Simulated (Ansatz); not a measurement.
A structure relaxed at PBE0-D4/def2-TZVP, charge 0, multiplicity 1:

| atom | x (Å) | y (Å) | z (Å) |
| --- | --- | --- | --- |
| Cl1 | 1.044 | -0.191 | 1.734 |
| Si2 | 0.000 | -0.028 | 0.009 |
| Cl3 | 0.837 | -1.220 | -1.394 |
| Cl4 | -1.912 | -0.611 | 0.327 |
| Br5 | 0.031 | 2.050 | -0.676 |

Question: Give its formula and SMILES.

Answer: BrCl3Si, `Cl[Si](Cl)(Cl)Br`.

Question: Point group (tolerance 0.08 Å, 0.16 Å for H)?

Answer: C3v.

Question: Summarise the bond lengths by kind.

Answer: 3 × Cl–Si 2.023 Å; 1 × Br–Si 2.188 Å.

Program: Ansatz 0.2.0.
